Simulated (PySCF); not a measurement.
Species: C₄H₁₂Si₂.
Geometry (GFN2-xTB, Å), atoms numbered from 1 in this order:
```
atom  x, y, z in Å
C1     2.2501   -0.3711   -0.0930
C2     0.8364   -0.0695    0.3892
C3    -0.1480   -1.1445   -0.0846
C4    -1.5837   -0.8359    0.3435
Si5   -2.0308    0.9432   -0.2082
Si6    0.1702    1.6430   -0.1806
H7     2.5870   -1.3454    0.2628
H8     2.2890   -0.3771   -1.1810
H9     2.9474    0.3826    0.2674
H10    0.8454   -0.0905    1.4859
H11    0.1561   -2.1213    0.3076
H12   -0.1048   -1.2109   -1.1766
H13   -1.6555   -0.9154    1.4304
H14   -2.2590   -1.5872   -0.0666
H15   -2.9932    1.5371    0.7271
H16   -2.6966    0.9029   -1.5176
H17    0.7725    1.9846   -1.4773
H18    0.6087    2.6818    0.7599
```

Jobs on this species (18 atoms, 64 electrons) with PySCF (density fitting). Hardware of each: one thread of an x86-64 server, shared host. Times come from a shared host and carry two figures at best.

| level and settings | work | basis functions | SCF cycles | wall time |
| --- | --- | --- | --- | --- |
| PBE0/6-311+G(2d,p), fitting basis def2-universal-jkfit | 25 singlets by TDA, 5 Tamm–Dancoff triplets, polarisability | 250 | ? | ? |
| X3LYP/aug-cc-pVDZ, grid level 1, fitting basis def2-universal-jkfit | 6 singlets by full TDDFT, 2 Tamm–Dancoff triplets, polarisability | 254 | ? | ? |
| PBE0/pcSseg-1 | shieldings, ring-centre shieldings, charges and field gradients, density and orbital grids written | 176 | 12 | 24 s |
| PBE0/def2-SVP, grid level 3 | 25 singlets by full TDDFT, 5 Tamm–Dancoff triplets, polarisability | 152 | 12 | 27 s |
| PBE0/def2-SVPD | 6 singlets by full TDDFT, 2 Tamm–Dancoff triplets, polarisability, density and orbital grids written | 224 | 12 | 31 s |

Task: Fill in the missing figures.

Result: 
- PBE0/6-311+G(2d,p), fitting basis def2-universal-jkfit; 25 singlets by TDA, 5 Tamm–Dancoff triplets, polarisability: 32 s, 10 SCF cycles
- X3LYP/aug-cc-pVDZ, grid level 1, fitting basis def2-universal-jkfit; 6 singlets by full TDDFT, 2 Tamm–Dancoff triplets, polarisability: 25 s, 9 SCF cycles

Task: What do all jobs in the table cost together?

Result: About 2.3 min; the longest takes about 23 % of that, and about 1.3 times as long as the shortest.
